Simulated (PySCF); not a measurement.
# SMILES FCC(C)(C)CF, C₅H₁₀F₂

Geometry (Å), atoms numbered from 1 in this order:
```xyz
17

C    -0.7133    1.3305   -0.3527
C    -0.0343    0.0034   -0.0104
C    -1.0201   -1.1582   -0.1441
C     1.1506   -0.2040   -0.9622
F     1.7512   -1.4199   -0.7405
C     0.4903    0.0428    1.4305
F     1.3262    1.1172    1.6181
H    -0.0177    2.1567   -0.2273
H    -1.0665    1.3256   -1.3809
H    -1.5642    1.4945    0.3040
H    -0.5267   -2.1029    0.0711
H    -1.4133   -1.1988   -1.1569
H    -1.8517   -1.0349    0.5453
H     1.9169    0.5614   -0.8058
H     0.8233   -0.2021   -2.0063
H    -0.3295    0.1553    2.1465
H     1.0717   -0.8548    1.6616
```

Theory: GIAO PBE0/pcSseg-1 magnetisability, rotational g tensor and spin-rotation constants, non-relativistic, gas phase (PySCF). Geometry: GFN2-xTB.

**Question.** What are the magnetisability and the molar susceptibility?

**Answer.** Isotropic -1205 × 10⁻³⁰ J/T², or -72.5 × 10⁻⁶ cm³/mol; principal values -1289, -1198, -1127 × 10⁻³⁰ J/T², anisotropy 140 × 10⁻³⁰ J/T² (root of half the summed squared differences of the principal values). The susceptibility is in cgs units.

**Question.** Split it along the inertial axes a, b, c into diamagnetic and paramagnetic parts about the centre of mass, with the quadrupole moment.

**Answer.** 
| axis | χ (10⁻⁶ cm³/mol) | diamagnetic (10⁻⁶ cm³/mol) | paramagnetic (10⁻⁶ cm³/mol) | summed x² of all electrons (Å²) | quadrupole Θ (D Å) |
| --- | --- | --- | --- | --- | --- |
| a | -72.7 | -530.4 | 457.7 | 97.1 | -5.21 |
| b | -72.2 | -608.4 | 536.3 | 78.8 | -0.64 |
| c | -72.8 | -746.3 | 673.5 | 46.3 | +5.84 |

Anisotropies 2χaa − χbb − χcc = -0.4 and 2χbb − χaa − χcc = +1.2 × 10⁻⁶ cm³/mol. Θ is traceless in Buckingham's convention.

**Question.** And the rotational g tensor?

**Answer.** 
```
axis  rotational constant (GHz)        g  nuclear part  electronic part
   a                     2.8389  -0.0029        0.6075          -0.6105
   b                     2.2567  -0.0057        0.5628          -0.5686
   c                     1.7569  -0.0071        0.5488          -0.5558
```
Asymmetric top; isotopes 12C, 19F, 1H; no vibrational averaging.
